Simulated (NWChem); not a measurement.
Program: NWChem. System: CH3AlF2, charge 1, spin multiplicity 2, at the geometry of a parent with another charge or spin, in a state set for the comparison that need not be this species' ground state. Its SCF solution wasn't tested for a lower state. Level: UPBE0/6-31+G* (spherical d).

Job file:

```
start mol
memory heap 200 mb stack 900 mb global 1100 mb
charge 1
geometry units angstroms nocenter noautoz noautosym
  Al     0.048744     0.042329     0.000922
  C     -1.477682    -1.132435    -0.054661
  H     -1.268975    -2.007435    -0.691497
  H     -2.373059    -0.627940    -0.446915
  H     -1.709680    -1.517940     0.951227
  F     -0.005476     1.608655    -0.543296
  F      1.514823    -0.453360     0.599203
end
basis spherical
  * library 6-31+g*
end
dft
  xc pbe0
  odft
  mult 2
  semidirect memsize 60000000 filesize 0
  iterations 100
end
task dft energy
```

Output (cleaned and shortened):

```
             Northwest Computational Chemistry Package (NWChem) 7.3.0
             --------------------------------------------------------

                                NWChem Input Module
                                -------------------

 Scaling coordinates for geometry "geometry" by  1.889725989
 (inverse scale =  0.529177249)

                             Geometry "geometry" -> ""
                             -------------------------

 Output coordinates in angstroms (scale by  1.889725989 to convert to a.u.)

  No.       Tag          Charge          X              Y              Z
 ---- ---------------- ---------- -------------- -------------- --------------
    1 Al                  13.0000     0.04874400     0.04232900     0.00092200
    2 C                    6.0000    -1.47768200    -1.13243500    -0.05466100
    3 H                    1.0000    -1.26897500    -2.00743500    -0.69149700
    4 H                    1.0000    -2.37305900    -0.62794000    -0.44691500
    5 H                    1.0000    -1.70968000    -1.51794000     0.95122700
    6 F                    9.0000    -0.00547600     1.60865500    -0.54329600
    7 F                    9.0000     1.51482300    -0.45336000     0.59920300

 Effective nuclear repulsion energy (a.u.)     155.0780528830

            Nuclear Dipole moment (a.u.)
            ----------------------------
        X                 Y               Z
 ---------------- ---------------- ----------------
    -0.0000207870     0.0000132281    -0.0000037795


 Summary of "ao basis" -> "" (spherical)
 ------------------------------------------------------------------------------
       Tag                 Description            Shells   Functions and Types
 ---------------- ------------------------------  ------  ---------------------
 *                          6-31+g*                   on all atoms

                                 NWChem DFT Module
                                 -----------------

 Summary of "ao basis" -> "ao basis" (spherical)
 ------------------------------------------------------------------------------
       Tag                 Description            Shells   Functions and Types
 ---------------- ------------------------------  ------  ---------------------
 Al                         6-31+g*                 10       22   5s4p1d
 C                          6-31+g*                  8       18   4s3p1d
 H                          6-31+g*                  2        2   2s
 F                          6-31+g*                  8       18   4s3p1d

 Summary of "ao basis" -> "ao basis" (spherical)
 ------------------------------------------------------------------------------
       Tag                 Description            Shells   Functions and Types
 ---------------- ------------------------------  ------  ---------------------
 Al                         6-31+g*                 10       22   5s4p1d
 C                          6-31+g*                  8       18   4s3p1d
 H                          6-31+g*                  2        2   2s
 F                          6-31+g*                  8       18   4s3p1d

            General Information
            -------------------
          SCF calculation type: DFT
          Wavefunction type:  spin polarized.
          No. of atoms     :     7
          No. of electrons :    39
           Alpha electrons :    20
            Beta electrons :    19
          Charge           :     1
          Spin multiplicity:     2
          Use of symmetry is: off; symmetry adaption is: off
          Maximum number of iterations: 100
          AO basis - number of functions:    82
                     number of shells:    40
          Convergence on energy requested:  1.00D-06
          Convergence on density requested:  1.00D-05
          Convergence on gradient requested:  5.00D-04

              XC Information
              --------------
                         PBE0 Method XC Functional
                     Hartree-Fock (Exact) Exchange  0.250
          PerdewBurkeErnzerhof Exchange Functional  0.750
            Perdew 1991 LDA Correlation Functional  1.000 local
           PerdewBurkeErnz. Correlation Functional  1.000 non-local

             Grid Information
             ----------------
          Grid used for XC integration:  medium
          Radial quadrature: Mura-Knowles
          Angular quadrature: Lebedev.
          Tag              B.-S. Rad. Rad. Pts. Rad. Cut. Ang. Pts.
          ---              ---------- --------- --------- ---------
          Al                  1.25       88          11.0       590
          C                   0.70       49          12.0       434
          H                   0.35       45          11.0       434
          F                   0.50       49          12.0       434
          Grid pruning is: on
          Number of quadrature shells:   370
          Spatial weights used:  Erf1

          Convergence Information
          -----------------------
          Convergence aids based upon iterative change in
          total energy or number of iterations.
          Levelshifting, if invoked, occurs when the
          HOMO/LUMO gap drops below (HL_TOL):  1.00D-02
          DIIS, if invoked, will attempt to extrapolate
          using up to (NFOCK): 10 stored Fock matrices.

                    Damping( 0%)  Levelshifting(0.5)       DIIS
                  --------------- ------------------- ---------------
          dE  on:    start            ASAP                start
          dE off:    2 iters        100 iters           100 iters

      Screening Tolerance Information
[...]
  ----- ------------  ---------------      ----- ------------  ---------------
    69     -0.426593  7 F  pz                51      0.420077  6 F  pz
    73     -0.276548  7 F  pz                55      0.272196  6 F  pz
    68     -0.144108  7 F  py                50      0.141559  6 F  py
    67      0.125492  7 F  px                49     -0.123327  6 F  px
    72     -0.093421  7 F  py                54      0.091755  6 F  py

 Vector   20  Occ=1.000000D+00  E=-6.387790D-01
              MO Center=  7.1D-01,  5.3D-01,  2.9D-02, r^2= 2.5D+00
   Bfn.  Coefficient  Atom+Function         Bfn.  Coefficient  Atom+Function
  ----- ------------  ---------------      ----- ------------  ---------------
    68     -0.448315  7 F  py                49      0.437775  6 F  px
    72     -0.292389  7 F  py                53      0.288560  6 F  px
    51      0.152158  6 F  pz                69      0.133952  7 F  pz
    55      0.096761  6 F  pz                73      0.084531  7 F  pz
    50     -0.070101  6 F  py                67     -0.059397  7 F  px

 Vector   21  Occ=0.000000D+00  E=-2.531281D-01
              MO Center= -2.2D-01, -1.3D-01,  2.5D-02, r^2= 4.1D+00
   Bfn.  Coefficient  Atom+Function         Bfn.  Coefficient  Atom+Function
  ----- ------------  ---------------      ----- ------------  ---------------
    10      1.571696  1 Al s                 32     -0.770860  2 C  s
    28     -0.623375  2 C  s                  6      0.495463  1 Al s
    14      0.422352  1 Al s                 33     -0.287725  2 C  px
    74     -0.256369  7 F  s                 56     -0.253187  6 F  s
    11     -0.231626  1 Al px                29     -0.202790  2 C  px

 Vector   22  Occ=0.000000D+00  E=-2.432812D-01
              MO Center= -2.0D-01, -1.5D-01, -5.3D-02, r^2= 3.2D+00
   Bfn.  Coefficient  Atom+Function         Bfn.  Coefficient  Atom+Function
  ----- ------------  ---------------      ----- ------------  ---------------
     9      0.643359  1 Al pz                13      0.540807  1 Al pz
    42      0.330612  3 H  s                 46     -0.325065  5 H  s
     8      0.216776  1 Al py                 5     -0.195181  1 Al pz
     7     -0.188885  1 Al px                12      0.184962  1 Al py
    11     -0.155233  1 Al px                31      0.155833  2 C  pz

 Vector   23  Occ=0.000000D+00  E=-1.644694D-01
              MO Center= -5.9D-01, -5.4D-01,  3.3D-03, r^2= 4.1D+00
   Bfn.  Coefficient  Atom+Function         Bfn.  Coefficient  Atom+Function
  ----- ------------  ---------------      ----- ------------  ---------------
    12      0.846728  1 Al py                44     -0.793017  4 H  s
    11     -0.689390  1 Al px                56     -0.612640  6 F  s
    13     -0.488354  1 Al pz                74      0.427415  7 F  s
     8      0.400228  1 Al py                10      0.360288  1 Al s
    46      0.359223  5 H  s                 42      0.307051  3 H  s

                     DFT Final Beta Molecular Orbital Analysis
                     -----------------------------------------

 Vector   17  Occ=1.000000D+00  E=-6.544825D-01
              MO Center=  5.4D-01,  4.2D-01,  1.8D-02, r^2= 2.7D+00
   Bfn.  Coefficient  Atom+Function         Bfn.  Coefficient  Atom+Function
  ----- ------------  ---------------      ----- ------------  ---------------
    49      0.405828  6 F  px                68      0.380057  7 F  py
    53      0.259781  6 F  px                72      0.243829  7 F  py
    67      0.163497  7 F  px                 7      0.152100  1 Al px
     6     -0.117839  1 Al s                  8      0.115040  1 Al py
    51      0.103449  6 F  pz                71      0.103478  7 F  px

 Vector   18  Occ=1.000000D+00  E=-6.416130D-01
              MO Center=  7.4D-01,  5.4D-01,  3.6D-02, r^2= 2.4D+00
   Bfn.  Coefficient  Atom+Function         Bfn.  Coefficient  Atom+Function
  ----- ------------  ---------------      ----- ------------  ---------------
    69     -0.425308  7 F  pz                51      0.418968  6 F  pz
    73     -0.276758  7 F  pz                55      0.272509  6 F  pz
    68     -0.143670  7 F  py                50      0.141190  6 F  py
    67      0.125107  7 F  px                49     -0.122994  6 F  px
    72     -0.093492  7 F  py                54      0.091862  6 F  py

 Vector   19  Occ=1.000000D+00  E=-6.282638D-01
              MO Center=  6.9D-01,  5.3D-01,  2.6D-02, r^2= 2.6D+00
   Bfn.  Coefficient  Atom+Function         Bfn.  Coefficient  Atom+Function
  ----- ------------  ---------------      ----- ------------  ---------------
    49      0.444575  6 F  px                68     -0.427789  7 F  py
    53      0.296654  6 F  px                72     -0.283899  7 F  py
    67     -0.146160  7 F  px                51      0.123674  6 F  pz
    69      0.101498  7 F  pz                71     -0.101435  7 F  px
    55      0.080868  6 F  pz                73      0.066072  7 F  pz

 Vector   20  Occ=0.000000D+00  E=-5.269438D-01
              MO Center= -8.3D-01, -6.3D-01, -3.1D-02, r^2= 2.5D+00
   Bfn.  Coefficient  Atom+Function         Bfn.  Coefficient  Atom+Function
  ----- ------------  ---------------      ----- ------------  ---------------
    25      0.324105  2 C  px                26      0.260710  2 C  py
     7     -0.225290  1 Al px                 6      0.215743  1 Al s
    67      0.199156  7 F  px                29      0.197318  2 C  px
     8     -0.172390  1 Al py                50      0.170963  6 F  py
    30      0.166899  2 C  py                49      0.134594  6 F  px

 Vector   21  Occ=0.000000D+00  E=-2.376639D-01
              MO Center= -3.1D-01, -1.7D-01,  9.1D-02, r^2= 4.7D+00
   Bfn.  Coefficient  Atom+Function         Bfn.  Coefficient  Atom+Function
  ----- ------------  ---------------      ----- ------------  ---------------
    10      1.521454  1 Al s                 32     -0.770922  2 C  s
    28     -0.668055  2 C  s                 14      0.530623  1 Al s
     6      0.428795  1 Al s                 33     -0.307072  2 C  px
    74     -0.277761  7 F  s                 56     -0.271640  6 F  s
    34     -0.210480  2 C  py                29     -0.208235  2 C  px

 Vector   22  Occ=0.000000D+00  E=-2.347524D-01
              MO Center= -1.3D-01, -1.3D-01, -1.2D-01, r^2= 3.3D+00
   Bfn.  Coefficient  Atom+Function         Bfn.  Coefficient  Atom+Function
  ----- ------------  ---------------      ----- ------------  ---------------
     9      0.637270  1 Al pz                13      0.559271  1 Al pz
    46     -0.295290  5 H  s                 42      0.285484  3 H  s
     8      0.212529  1 Al py                12      0.195928  1 Al py
     5     -0.193898  1 Al pz                 7     -0.189741  1 Al px
    11     -0.154716  1 Al px                51     -0.150466  6 F  pz

   alpha - beta orbital overlaps
   -----------------------------

   alpha      1      2      3      4      5      6      7      8      9     10
    beta      1      2      3      4      5      6      7      8      9     10
 overlap   1.000  1.000  1.000  1.000  1.000  1.000  1.000  1.000  1.000  1.000

   alpha     11     12     13     14     15     16     17     18     19     20
    beta     11     13     12     14     15     20     16     17     18     19
 overlap   0.997  0.707  0.979  0.824  0.964  0.658  1.000  0.763  1.000  0.975

   alpha     21     22     23     24     25     26     27     28     29     30
    beta     21     22     23     24     25     26     27     28     29     30
 overlap   0.992  0.998  0.993  0.994  0.997  0.993  0.996  0.991  0.986  0.987

   alpha     31     32     33     34     35     36     37     38     39     40
    beta     31     32     33     34     35     36     37     38     39     40
 overlap   0.999  0.994  0.988  0.987  0.999  0.981  0.978  0.996  0.996  0.995

   alpha     41     42     43     44     45     46     47     48     49     50
    beta     41     42     43     44     45     46     47     49     48     50
 overlap   0.994  0.998  0.982  0.983  0.998  0.997  0.979  0.979  0.979  0.979

   alpha     51     52     53     54     55     56     57     58     59     60
    beta     51     52     53     54     55     56     57     58     59     60
 overlap   1.000  0.992  0.956  0.962  0.998  1.000  1.000  0.998  0.998  0.997

   alpha     61     62     63     64     65     66     67     68     69     70
    beta     61     62     63     64     65     66     67     68     70     69
 overlap   0.998  0.883  0.882  0.988  0.991  0.936  0.934  1.000  0.999  0.998

   alpha     71     72     73     74     75     76     77     78     79     80
    beta     71     72     73     74     75     76     77     78     79     80
 overlap   0.998  0.999  0.993  0.993  0.995  0.976  0.975  0.999  0.999  0.997

   alpha     81     82
    beta     81     82
 overlap   1.000  1.000

     --------------------------
     Expectation value of S2:
     --------------------------
      <S2> =      0.7551 (Exact =     0.7500)

 center of mass
 --------------
 x =   0.16214877 y =   0.12556527 z =   0.00572666

 moments of inertia (a.u.)
 ------------------
         317.798203024077         -46.959513638252         -66.296721740482
         -46.959513638252         334.170011641648          74.316623445928
         -66.296721740482          74.316623445928         551.554921302107

     Multipole analysis of the density
     ---------------------------------

     L   x y z        total         alpha         beta         nuclear
     -   - - -        -----         -----         ----         -------
     0   0 0 0      1.000000    -20.000000    -19.000000     40.000000

     1   1 0 0     -2.246578     -0.316043     -1.930514     -0.000021
     1   0 1 0     -1.729512     -0.249868     -1.479658      0.000013
     1   0 0 1     -0.080447     -0.009510     -0.070932     -0.000004

     2   2 0 0    -13.900272    -88.802938    -82.043228    156.945894
     2   1 1 0      4.906461    -18.145933    -14.228405     37.280799
     2   1 0 1     -1.074394    -16.854668    -16.334030     32.114303
     2   0 2 0    -16.544164    -81.315241    -76.592177    141.363253
     2   0 1 1      1.697036     18.320243     18.065760    -34.688967
     2   0 0 2    -16.711705    -22.111270    -21.342724     26.742290

 Task  times  cpu:        5.2s     wall:        5.2s

 Total times  cpu:        5.2s     wall:        5.2s
```
